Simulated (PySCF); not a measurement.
PySCF job for CH3FO3Si, SMILES O=CO[Si@@H](O)F, TDDFT-M06-2X/def2-SVPD. The structure is a stationary point at ωB97X-D3(BJ)/def2-SVP. The structure was generated by enumeration; whether it is a known compound was not checked. The values are those of a single conformer.

```python
import numpy as np
from pyscf import gto, scf, dft, tdscf

mol = gto.M(
    atom='''
    O     1.18982748    1.61208180    0.24265128
    C     1.51794008    0.57862906    0.76603846
    O     0.78742592   -0.53778664    0.76488053
    Si   -0.71018927   -0.64341032   -0.04489829
    O    -1.50654678    0.77783570    0.02353768
    F    -0.33371912   -1.06029658   -1.55848975
    H     2.47098921    0.43981514    1.31530983
    H    -1.47311152   -1.72419795    0.58458507
    H    -0.92504946    1.54597539   -0.08969771
    ''',
    basis='def2-SVPD',
    charge=0,
    spin=0,
    max_memory=1600,
    verbose=4,
)
mf = dft.RKS(mol, xc='m06-2x').density_fit(auxbasis='def2-universal-jkfit')
mf.grids.level = 4
mf.conv_tol = 1e-9
mf.max_cycle = 100
mf.kernel()
mf.grids = dft.Grids(mol).set(level=2).build(with_non0tab=True)  # coarser grid for the response kernel
td = tdscf.TDDFT(mf)
td.singlet = True
td.nstates = 10
td.conv_tol = 1e-4
td.positive_eig_threshold = 1e-6
td.kernel(x0=td.get_init_guess(mf, 15))
td.analyze()
tt = tdscf.TDA(mf)
tt.singlet = False
tt.nstates = 4
tt.conv_tol = 1e-4
tt.positive_eig_threshold = 1e-6
tt.kernel(x0=tt.get_init_guess(mf, 9))
tt.analyze(verbose=3)
```

Program output:

```
PySCF version 2.14.0

[INPUT] verbose = 4
[INPUT] num. atoms = 9
[INPUT] num. electrons = 56
[INPUT] charge = 0
[INPUT] spin (= nelec alpha-beta = 2S) = 0
[INPUT] symmetry False subgroup None
[INPUT] Mole.unit = angstrom
[INPUT] Symbol           X                Y                Z      unit          X                Y                Z       unit  Magmom
[INPUT]  1 O      1.189827480000   1.612081800000   0.242651280000 AA    2.248448072681   3.046393092396   0.458544462975 Bohr   0.0
[INPUT]  2 C      1.517940080000   0.578629060000   0.766038460000 AA    2.868491024700   1.093450451115   1.447602890284 Bohr   0.0
[INPUT]  3 O      0.787425920000  -0.537786640000   0.764880530000 AA    1.488019332184  -1.016269463050   1.445414719712 Bohr   0.0
[INPUT]  4 Si    -0.710189270000  -0.643410320000  -0.044898290000 AA   -1.342063216905  -1.215869290519  -0.084845471561 Bohr   0.0
[INPUT]  5 O     -1.506546780000   0.777835700000   0.023537680000 AA   -2.846960808045   1.469896442909   0.044479768808 Bohr   0.0
[INPUT]  6 F     -0.333719120000  -1.060296580000  -1.558489750000 AA   -0.630637739331  -2.003670147013  -2.945118795442 Bohr   0.0
[INPUT]  7 H      2.470989210000   0.439815140000   1.315309830000 AA    4.669492863655   0.831130160037   2.485575347648 Bohr   0.0
[INPUT]  8 H     -1.473111520000  -1.724197950000   0.584585070000 AA   -2.783777323742  -3.258261910037   1.104705678810 Bohr   0.0
[INPUT]  9 H     -0.925049460000   1.545975390000  -0.089697710000 AA   -1.748090131077   2.921470082418  -0.169504105901 Bohr   0.0

nuclear repulsion = 322.016759706214
number of shells = 66
number of NR pGTOs = 234
number of NR cGTOs = 160
basis = def2-SVPD
ecp = {}


[settings echo left out]
init E= -655.300705749632
  HOMO = -0.384515048744091  LUMO = -0.0506718008906999  gap/eV = 9.08434
cycle= 1 E= -654.381477634237  delta_E= 0.919  |g|= 1.04  |ddm|= 4.03
  HOMO = -0.29612849469176  LUMO = -0.0158533495052993  gap/eV = 7.62668
cycle= 2 E= -654.250914446169  delta_E= 0.131  |g|= 1.38  |ddm|= 2.39
  HOMO = -0.40794919240078  LUMO = -0.00430358224324934  gap/eV = 10.98376
cycle= 3 E= -654.587169084398  delta_E= -0.336  |g|= 0.172  |ddm|= 1.32
  HOMO = -0.390033477901893  LUMO = 0.00230667517570771  gap/eV = 10.67612
cycle= 4 E= -654.592123180821  delta_E= -0.00495  |g|= 0.0664  |ddm|= 0.183
  HOMO = -0.393128206971938  LUMO = 0.0051628186724666  gap/eV = 10.83805
cycle= 5 E= -654.59292577969  delta_E= -0.000803  |g|= 0.00905  |ddm|= 0.0637
  HOMO = -0.394310317233855  LUMO = 0.00528372882034578  gap/eV = 10.87351
cycle= 6 E= -654.592944888111  delta_E= -1.91e-05  |g|= 0.00393  |ddm|= 0.0159
  HOMO = -0.394431536025971  LUMO = 0.0053254891677299  gap/eV = 10.87794
cycle= 7 E= -654.592947901565  delta_E= -3.01e-06  |g|= 0.00175  |ddm|= 0.00501
  HOMO = -0.394582916208352  LUMO = 0.00532297088082245  gap/eV = 10.88199
cycle= 8 E= -654.592948570427  delta_E= -6.69e-07  |g|= 0.00031  |ddm|= 0.00248
  HOMO = -0.394624864016296  LUMO = 0.00531329067856001  gap/eV = 10.88287
cycle= 9 E= -654.592948607993  delta_E= -3.76e-08  |g|= 7.18e-05  |ddm|= 0.000656
  HOMO = -0.394634711760989  LUMO = 0.00531271698140268  gap/eV = 10.88312
cycle= 10 E= -654.592948609873  delta_E= -1.88e-09  |g|= 2.4e-05  |ddm|= 0.000174
  HOMO = -0.394634800582081  LUMO = 0.00531519518699142  gap/eV = 10.88319
cycle= 11 E= -654.592948610025  delta_E= -1.51e-10  |g|= 1.3e-05  |ddm|= 4.16e-05
  HOMO = -0.394635895339446  LUMO = 0.00531444227220668  gap/eV = 10.88320
Extra cycle  E= -654.592948610018  delta_E= 6.82e-12  |g|= 1.59e-05  |ddm|= 2.58e-05
converged SCF energy = -654.592948610018
tot grids = 84480
Overwritten attributes  positive_eig_threshold  of <class 'pyscf.tdscf.rks.TDDFT'>


******** <class 'pyscf.tdscf.rks.TDDFT'> for <class 'pyscf.df.df_jk.DFRKS'> ********
nstates = 10 singlet
deg_eia_thresh = 1.000e-03
wfnsym = None
conv_tol = 0.0001
eigh lindep = 1e-12
eigh level_shift = 0
eigh max_cycle = 100


Excitation energies (eV)
[5.56143328 8.16028387 8.36554526 8.89230739 9.3784733  9.41529094
 9.67555357 9.80525163 9.85144017 9.89296625]

** Singlet excitation energies and oscillator strengths **
Excited State   1:      5.56143 eV    222.94 nm  f=0.0013
      28 -> 29        0.67634
      28 -> 32        0.10620
Excited State   2:      8.16028 eV    151.94 nm  f=0.0068
      23 -> 29       -0.25546
      25 -> 29        0.51812
      26 -> 29        0.23406
      27 -> 29        0.26900
Excited State   3:      8.36555 eV    148.21 nm  f=0.0954
      25 -> 29       -0.15479
      26 -> 29       -0.26614
      27 -> 29        0.56335
      28 -> 30        0.20669
Excited State   4:      8.89231 eV    139.43 nm  f=0.0556
      27 -> 29       -0.18043
      28 -> 30        0.60845
      28 -> 32        0.20221
      28 -> 33        0.11563
Excited State   5:      9.37847 eV    132.20 nm  f=0.0796
      25 -> 29       -0.12907
      26 -> 29        0.25301
      26 -> 30       -0.26424
      26 -> 31        0.21121
      26 -> 32       -0.10633
      27 -> 30       -0.22477
      27 -> 31        0.14128
      28 -> 31        0.39744
Excited State   6:      9.41529 eV    131.68 nm  f=0.0179
      25 -> 29        0.12962
      26 -> 29       -0.24587
      26 -> 30        0.15689
      26 -> 31       -0.12698
      27 -> 30        0.13291
      28 -> 31        0.52438
Excited State   7:      9.67555 eV    128.14 nm  f=0.0203
      25 -> 29        0.22415
      26 -> 29       -0.43705
      26 -> 30       -0.17395
      26 -> 31        0.18200
      27 -> 29       -0.16207
      27 -> 30       -0.33970
Excited State   8:      9.80525 eV    126.45 nm  f=0.0296
      26 -> 29       -0.11505
      26 -> 30       -0.24667
      27 -> 30        0.30428
      27 -> 31        0.16657
      28 -> 32        0.10469
      28 -> 33       -0.43755
Excited State   9:      9.85144 eV    125.85 nm  f=0.0304
      26 -> 30       -0.26068
      27 -> 30        0.36713
      27 -> 31        0.14548
      28 -> 32       -0.22782
      28 -> 33        0.38541
Excited State  10:      9.89297 eV    125.33 nm  f=0.0818
      24 -> 29       -0.10820
      28 -> 30       -0.12373
      28 -> 32        0.49405
      28 -> 33        0.17161
      28 -> 34       -0.34135
      28 -> 36        0.10554

** Transition electric dipole moments (AU) **
state          X           Y           Z        Dip. S.      Osc.
  1         0.0193     -0.0437     -0.0851      0.0095      0.0013
  2        -0.0931     -0.1533     -0.0447      0.0342      0.0068
  3        -0.2256     -0.6391      0.0778      0.4655      0.0954
  4         0.2615      0.4316     -0.0185      0.2550      0.0556
  5        -0.3417      0.2495     -0.4093      0.3465      0.0796
  6        -0.2764      0.0295     -0.0202      0.0777      0.0179
  7         0.0730     -0.1744     -0.2237      0.0858      0.0203
  8         0.3202      0.0730      0.1242      0.1233      0.0296
  9        -0.2700     -0.1294     -0.1906      0.1260      0.0304
 10        -0.5194     -0.2101     -0.1535      0.3374      0.0818

** Transition velocity dipole moments (imaginary part, AU) **
state          X           Y           Z        Dip. S.      Osc.
  1         0.0062     -0.0105     -0.0218      0.0006      0.0020
  2        -0.0266     -0.0465     -0.0179      0.0032      0.0071
  3        -0.0691     -0.1966      0.0242      0.0440      0.0954
  4         0.0929      0.1440     -0.0042      0.0294      0.0600
  5        -0.1209      0.0857     -0.1448      0.0429      0.0831
  6        -0.0986      0.0069     -0.0050      0.0098      0.0189
  7         0.0264     -0.0636     -0.0848      0.0119      0.0224
  8         0.1220      0.0300      0.0495      0.0182      0.0337
  9        -0.1056     -0.0493     -0.0717      0.0187      0.0345
 10        -0.2003     -0.0826     -0.0596      0.0505      0.0926

** Transition magnetic dipole moments (imaginary part, AU) **
state          X           Y           Z
  1         0.1674     -0.9287      0.4098
  2        -0.8089     -0.5715      0.1008
  3        -0.5208      0.6698      1.2843
  4        -0.0653     -0.0401      0.3547
  5         0.8265      0.1695     -0.6231
  6        -0.1707     -0.4550     -1.0270
  7        -0.0992      0.4149      0.1372
  8         0.1200     -0.6080     -0.6992
  9        -0.7619      0.8548      0.1448
 10        -0.2186      0.0609      1.1700
Overwritten attributes  positive_eig_threshold  of <class 'pyscf.tdscf.rks.TDA'>


******** <class 'pyscf.tdscf.rks.TDA'> for <class 'pyscf.df.df_jk.DFRKS'> ********
nstates = 4 triplet
deg_eia_thresh = 1.000e-03
wfnsym = None
conv_tol = 0.0001
eigh lindep = 1e-12
eigh level_shift = 0
eigh max_cycle = 100


Excitation energies (eV)
[5.17841539 6.21034832 7.85444459 8.65154482]

** Triplet excitation energies and oscillator strengths **
Excited State   1:      5.17842 eV    239.42 nm  f=0.0000
Excited State   2:      6.21035 eV    199.64 nm  f=0.0000
Excited State   3:      7.85444 eV    157.85 nm  f=0.0000
Excited State   4:      8.65154 eV    143.31 nm  f=0.0000
```

Self-consistency was reached.
